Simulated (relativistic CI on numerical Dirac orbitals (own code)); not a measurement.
**Mn2+ in a cubic cluster: 2p photoemission with charge transfer**

Computed with a charge-transfer multiplet model of a cubic metal-ligand cluster with up to one ligand hole, Slater and spin-orbit integrals from Dirac-Coulomb-Breit ions, Slater integrals scaled by 0.8. The ground state mixes d5 with configurations of k ligand holes L, whose averages lie at kΔ + k(k − 1)U_dd/2; a core hole lowers each added d electron by U_cd. 20 K, Lorentzian 0.6 eV and Gaussian 0.8 eV FWHM.

Atomic integrals in eV (Slater integrals scaled, ζ unscaled), ground: F2dd 8.204, F4dd 5.095, zeta_d 0.037; with the core hole: F2dd 9.718, F4dd 6.082, zeta_d 0.060, zeta_core 6.788, F2cd 5.619, G1cd 4.209, G3cd 2.391.

Cluster parameters (eV): U_dd = 6.9, U_cd = 7.8, 10Dq = 1.1, 10Dq(ligand) = 1.6, V(eg) = 2.5, V(t2g) = -1.09, final-state hopping factor = 1.

```tsv
Case	n_d	d5	d6L	S
Δ = 3.2 eV	5.23	0.77	0.23	2.50
Δ = 4.2 eV	5.20	0.80	0.20	2.50
Δ = 6.2 eV	5.14	0.86	0.14	2.50
```

Weights, n_d and S are thermal averages at 20 K. Binding energies count from the first peak over 30 % of the highest in each spectrum, which can be another peak from case to case. The parameters are a model scan and need not match a compound or its usual spin state. Peaks in eV (height, largest 100):
- Δ = 3.2 eV: 0.0 (100), 4.5 (16), 6.3 (14), 8.4 (23), 9.6 (21), 11.7 (50), 12.7 (49), 20.2 (10), 21.3 (12)
- Δ = 4.2 eV: 0.0 (100), 4.8 (15), 6.6 (14), 8.1 (21), 9.2 (19), 11.7 (49), 12.7 (48), 19.9 (9), 21.0 (11)
- Δ = 6.2 eV: 0.0 (100), 5.6 (14), 8.0 (18), 9.3 (15), 11.8 (48), 12.8 (46), 19.9 (7), 20.9 (8)

For the case Δ = 3.2 eV, Δ = 3.2 eV is smaller than U_dd = 6.9 eV, the charge-transfer side of the Zaanen-Sawatzky-Allen scheme. With the core hole the configuration with one ligand hole lies at Δ − U_cd = -4.6, -3.6, -1.6 eV from the one without, in the order of the table; where this is negative the screened configuration lies lower, though the effective hopping of about 3.9 eV (from the holes of the mixed ground state) mixes the two strongly wherever it is as large as the gap.

With at most 1 ligand hole the space is cut while the next configuration still counts, so covalency is underestimated, and a final configuration with one more ligand hole, which can lie low, is missing from the spectra.
